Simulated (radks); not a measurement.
Results of a calculation; reference values are marked as such.
How relativity changes the ionisation of the barium ion Ba3+ ([Kr] 4d10 5s2 5p5) to Ba4+ ([Kr] 4d10 5s2 5p4). Spin-unpolarised spherical Kohn-Sham, BLYP, point nucleus unless stated (finite: rms radius 4.8378 fm), a radial shooting solver on a logarithmic mesh with Libxc functionals. A level marked "c x" has the speed of light scaled by that factor and shares open shells by 2j + 1; other Dirac levels either fill j = l - 1/2 first or share by 2j + 1.

level                               E(Ba3+) (hartree)  E(Ba4+) (hartree)  IE (eV)   HOMO  <r> HOMO (bohr)
non-rel.                                   -7884.5209         -7882.7755   47.495     5p            1.855
scalar-rel.                                -8134.3856         -8132.6287   47.807     5p            1.835
scalar-rel., finite nucleus                -8134.0517         -8132.2948   47.807     5p            1.835
Dirac, 2j+1 shares                         -8138.1485         -8136.3894   47.868  5p3/2            1.858
Dirac, low j first                         -8138.1768         -8136.4506   46.974  5p3/2            1.860
Dirac, 2j+1 shares, finite nucleus         -8137.8132         -8136.0541   47.869  5p3/2            1.858
Dirac, c x 0.75                            -8370.2496         -8368.4771   48.231  5p3/2            1.863
Dirac, c x 0.85                            -8248.2728         -8246.5075   48.038  5p3/2            1.861
Dirac, c x 1.25                            -8041.8088         -8040.0550   47.724  5p3/2            1.857

NIST Atomic Spectra Database: 47.0 eV (semi-empirical). The relativistic part of the total energy of Ba3+ is -253.3 hartree (Dirac, 2j+1 shares, finite nucleus), 3.2 % of the non-relativistic value. Spin polarisation and multiplet splitting of open shells are left out at every level.

Beside tabulated values, note that relativity, absent from the non-relativistic runs, is large for the heavy elements, and spin-unpolarised runs miss the spin-polarisation part of the exchange energy of open shells.
